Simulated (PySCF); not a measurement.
Harmonic spectrum computed at PBE0 in the def2-TZVP basis family (core potentials from Rb on, PySCF, no spin–orbit coupling):

```tsv
ω (cm⁻¹)	IR (km/mol)
491	83.5
894	23.4
1941	69.1
```

Which molecule gave it? In each, all ligands are bound to the one heavy central atom.
A. HGeN (singlet)
B. HCoN (quartet)
C. HPdN (triplet)
D. HRuN (singlet)
E. HCN (singlet)

B. It has Cs symmetry with Co–H 1.499 Å, Co–N 1.571 Å.
